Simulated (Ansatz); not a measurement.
## CrO3 (chromic anhydride): entropy by statistical mechanics

A singlet with charge 0, relaxed at PBE0-D4/def2-TZVP (Ansatz 0.2.0):

```xyz
4

O    -1.1637   -0.5846    0.7965
Cr    0.0358    0.1944    0.1669
O     1.4090   -0.5504    0.2056
O    -0.2811    0.9406   -1.1691
```

Harmonic wavenumbers in cm⁻¹: 215, 389, 389, 1045, 1114, 1114.

Masses in u: O 15.999, Cr 51.996. Take T = 298.15 K, p = 1 bar, R = 8.3145 J/(mol K), kT/hc = 207.22 cm⁻¹, rigid rotor and harmonic oscillator.

Problem. Compute the standard molar entropy.

Solution. 
1. Translation (Sackur–Tetrode): S = R[3/2 ln M + 5/2 ln T − 1.1517] with M = 99.993 gives 166.3 J/(mol K).
2. Rotation: principal moments 58.717, 58.722, 111.498 u Å² give A, B, C = 0.2871, 0.2871, 0.1512 cm⁻¹; the symmetry number is σ = 3; q = (√π/σ)√((kT/hc)³/ABC) = 15787; S = R(ln q + 3/2) = 92.8.
3. Vibration: with u = ν̃/207.22, each mode gives R[u/(eᵘ − 1) − ln(1 − e⁻ᵘ)]; the sum is 17.6, most from 215 cm⁻¹ (8.4), 389 cm⁻¹ (4.2), 389 cm⁻¹ (4.2).
4. Electronic: R ln 1 = 0.0, from the spin multiplicity alone.
5. Sum: 166.3 + 92.8 + 17.6 + 0.0 = 276.7 J/(mol K).

No measured value is set beside it here.
